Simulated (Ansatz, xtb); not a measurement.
ClH7OSi3: which of two isomers lies lower

Structure X: `[SiH3]O[Si@H]([SiH3])Cl`, a singlet. Structure Y: `[SiH3]O[SiH2][SiH2]Cl`, a singlet. Both are isolated molecules in the gas phase, relaxed with B3LYP/def2-SVP; the shapes shown needn't be the lowest conformers.

X (Å):

```xyz
12

Cl   -1.1040    1.6907   -1.7170
O    -0.6603    0.6524    1.1385
Si   -1.7772   -0.4727    1.6619
Si    0.1855    1.3365   -0.1059
Si    1.0518    3.4022    0.6015
H    -3.1532   -0.0337    1.2991
H    -1.5003   -1.8009    1.0422
H    -1.6579   -0.5766    3.1405
H     1.2147    0.3770   -0.5952
H     1.9626    3.2108    1.7689
H    -0.0750    4.2961    0.9960
H     1.8163    4.0325   -0.5144
```

Y (Å):

```
atom    x (Å)    y (Å)    z (Å)
  Cl  -1.8090   1.4939   2.4044
   O  -0.8526  -2.1660   1.7644
  Si  -2.1819  -2.2110   0.7626
  Si   0.3900  -1.3111   2.4571
  Si  -0.5157   0.4742   3.7070
   H  -1.9780  -1.3173  -0.4134
   H  -2.3594  -3.6125   0.2942
   H  -3.3989  -1.7827   1.5067
   H   1.1757  -2.2280   3.3320
   H   1.2961  -0.7521   1.4084
   H   0.5229   1.4325   4.1846
   H  -1.3150   0.0160   4.8790
```

Quicker runs give these differences E(Y) − E(X): GFN2-xTB −3.5 kJ/mol; HF/STO-3G +23.2 kJ/mol (at GFN2-xTB geometries); r2SCAN-D4/def2-SVP +24.4 kJ/mol (at GFN2-xTB geometries).

**Question.** Estimate E(Y) − E(X) at the level CCSD(T)/def2-SVP + ΔMP2/def2-TZVPP.

**Answer.** Calculated at CCSD(T)/def2-SVP + ΔMP2/def2-TZVPP: E(Y) − E(X) = +19.6 kJ/mol, so structure X lies lower.

Level by level:

```csv
level,geometry,E(Y) − E(X) (kJ/mol),departure from the last row (kJ/mol),"job, with rough time for the two"
GFN2-xTB,GFN2-xTB,−3.5,−23.1,"optimisation, 0.43 s"
HF/STO-3G,GFN2-xTB,+23.2,+3.6,"single point, 0.68 s"
r2SCAN-D4/def2-SVP,GFN2-xTB,+24.4,+4.8,"single point, 3.9 s"
B3LYP/def2-SVP,B3LYP/def2-SVP,+20.0,+0.4,"optimisation, 4 min"
HF/def2-SVP,B3LYP/def2-SVP,+17.5,−2.1,part of the CCSD(T) run
MP2/def2-SVP,B3LYP/def2-SVP,+20.6,+1.0,part of the CCSD(T) run
CCSD(T)/def2-SVP,B3LYP/def2-SVP,+20.2,+0.6,single point
CCSD(T)/def2-SVP + ΔMP2/def2-TZVPP,B3LYP/def2-SVP,+19.6,,"single point, 42 s"
```

As drawn, both hold the same kinds of bond in the same numbers.

GFN2-xTB puts the two in the other order. The largest departure from CCSD(T)/def2-SVP + ΔMP2/def2-TZVPP is that of GFN2-xTB, 23.1 kJ/mol. A small imaginary or near-zero mode remains, so no thermal terms are given. The last row adds to CCSD(T) the change of the MP2 difference between the two basis sets, here −0.6 kJ/mol.

The correlated steps freeze 21 core orbitals. Programs: Ansatz 0.2.0, xtb 6.7.1; the last row on 2 threads of Intel(R) Xeon(R) Processor on a shared host.
